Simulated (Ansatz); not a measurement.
Sb₃As⁺, that is AsSbSbSb tetrahedron with one electron fewer, relaxed as a doublet with UKS PBE-D4/def2-SVP in Ansatz, starting from the PBE-D4/def2-SVP geometry of the neutral singlet. Force threshold 0.02 eV/Å.

In the def2 sets Sb takes a core potential; there is no spin–orbit coupling. The relaxation made no stability test and no search for a lower SCF solution.

Start:

```xyz
4

As   -1.087   -1.035   -0.515
Sb   -0.730    0.962    1.237
Sb    1.337   -0.902    0.622
Sb    0.480    0.975   -1.344
```

| step | energy (eV) | largest force component (eV/Å) | SCF passes |
| --- | --- | --- | --- |
| 1 | -80433.4802 | 0.898 | 65 |
| 2 | -80433.7385 | 0.454 | 25 |
| 3 | -80433.7697 | 0.094 | 21 |
| 4 | -80433.7706 | 0.006 | 23 |

Force components are those of the run's own axes.

End:

```xyz
4

As   -1.1038   -1.0985   -0.3808
Sb   -0.8445    1.0259    1.1612
Sb    1.3796   -0.9801    0.5000
Sb    0.5687    1.0526   -1.2804
```

By distances, no bond broke or formed. The bond that changes most is Sb2–Sb3, from 2.85 to 3.07 Å (atoms count from 1).

No frequencies were taken in this run, so the end may be a saddle point.

It took 6.5 s on 4 threads of Arm Neoverse V2 on a shared host.
